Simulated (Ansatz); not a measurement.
Basis sets compared for the cluster B₄H₂⁻ (the lowest doublet isomer of a short search). Charge -1, multiplicity 2. Geometry PBE0-D4/def2-TZVPD. Ansatz on 4 threads of Arm Neoverse V2 on a shared host; times are rough, and most runs start from earlier orbitals.

```
atom    x (Å)    y (Å)    z (Å)
  B1   0.4434  -1.2794  -0.0217
  B2  -0.7679  -0.2707   0.2564
  B3  -0.4438   1.2792   0.0219
  B4   0.7677   0.2706  -0.2563
  H5   0.8357  -2.4084  -0.0418
  H6  -0.8350   2.4086   0.0416
```

At HF/STO-3G, HF/6-31G the charge -1 doublet is spin-contaminated (final ⟨S²⟩ up to 0.86, 0.75 for a pure state). At HF/STO-3G, PBE-D4/def2-SVPD, PBE-D4/def2-TZVPD the highest occupied level of the charge -1 doublet lies above zero (up to 1.11 eV). In Hartree–Fock with STO-3G the lack of diffuse functions raises the level. By energy differences its removal costs 2.25 eV (vertical, to the charge 0 singlet, at CCSD(T)/def2-TZVPPD). The structure comes from a short search, and lower isomers may exist.

```tsv
level	functions	energy (Eh)	HOMO (eV)	LUMO (eV)	wall time
HF/STO-3G	22	-98.3484	1.11	13.50	0.05 s
HF/6-31G	40	-99.7292	-2.40	7.77	0.1 s
PBE-D4/def2-SVPD	96	-100.2880	0.52	1.85	0.75 s
PBE0-D4/def2-SVPD	96	-100.3091	-0.45	2.69	0.8 s
```

Estimate the rows for PBE-D4/def2-TZVPD, PBE0-D4/def2-TZVPD (with forces).


```
                           level  functions  energy (Eh)  HOMO (eV)  LUMO (eV)  wall time
               PBE-D4/def2-TZVPD        166    -100.3920       0.47       1.79      1.6 s
PBE0-D4/def2-TZVPD (with forces)        166    -100.4119      -0.48       2.63      2.1 s
```
